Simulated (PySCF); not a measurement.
## Er²⁺ (erbium, charge +2): PBE calculation

Configuration: [Xe] 4f11 5d1, one real determinant (an excited configuration). Calculation: PySCF 2.14, in x2c-TZVPPall; scalar relativity by spin-free X2C-1e.

| Property | Result |
| --- | --- |
| Total energy | -13085.15 hartree |
| One-electron energy | -17889.79 hartree |
| Hartree (Coulomb) energy | 5086.00 hartree |
| Exchange-correlation energy | -281.36 hartree |
| ⟨S²⟩ | 6.0009 |
| ⟨L²⟩ | 39.999 |
| Sum of ⟨r⟩ | 36.57 bohr |
| Sum of ⟨r²⟩ | 40.34 bohr² |
| Traceless quadrupole moment −½Σ⟨3z² − r²⟩ along its main axis | -1.99 e·bohr² |
| Langevin diamagnetic susceptibility | -31.9 ×10⁻⁶ cm³/mol |
| Time after the integrals | roughly 10 core-seconds |

| shell | electrons | mean orbital energy (eV) | spread (eV) | rms radius, mean of both spins (bohr) |
| --- | --- | --- | --- | --- |
| 1s α | 1 | -57228.6 | 0 | 0.0231 |
| 1s β | 1 | -57228.6 | 0 | 0.0231 |
| 2s α | 1 | -9632.8 | 0 | 0.0935 |
| 2s β | 1 | -9632.7 | 0 | 0.0935 |
| 2p α | 3 | -8543.0 | 0.027 | 0.0843 |
| 2p β | 3 | -8543.0 | 0.001 | 0.0843 |
| 3s α | 1 | -2176.9 | 0 | 0.241 |
| 3s β | 1 | -2175.5 | 0 | 0.241 |
| 3p α | 3 | -1843.8 | 0.283 | 0.241 |
| 3p β | 3 | -1842.5 | 0.178 | 0.241 |
| 3d α | 5 | -1416.8 | 0.404 | 0.221 |
| 3d β | 5 | -1415.8 | 0.140 | 0.221 |
| 4s α | 1 | -447.92 | 0 | 0.540 |
| 4s β | 1 | -445.00 | 0 | 0.540 |
| 4p α | 3 | -337.78 | 0.372 | 0.574 |
| 4p β | 3 | -334.90 | 0.160 | 0.574 |
| 4d α | 5 | -187.75 | 0.833 | 0.627 |
| 4d β | 5 | -184.92 | 0.162 | 0.627 |
| 5s α | 1 | -70.859 | 0 | 1.31 |
| 5s β | 1 | -69.200 | 0 | 1.31 |
| 5p α | 3 | -44.676 | 0.233 | 1.55 |
| 5p β | 3 | -43.263 | 0.711 | 1.55 |
| 4f α | 7 | -24.897 | 1.135 | 0.882 |
| 4f β | 4 | -22.850 | 0.372 | 0.882 |
| 5d α | 1 | -15.829 | 0 | 2.54 |

⟨L²⟩ = 40.00 against 72 for a pure L term, so this real determinant mixes terms. Spin-orbit coupling, absent here, splits the open shell strongly.

Densities and radii are taken from the X2C orbitals without a picture-change correction, which distorts them close to the nucleus.
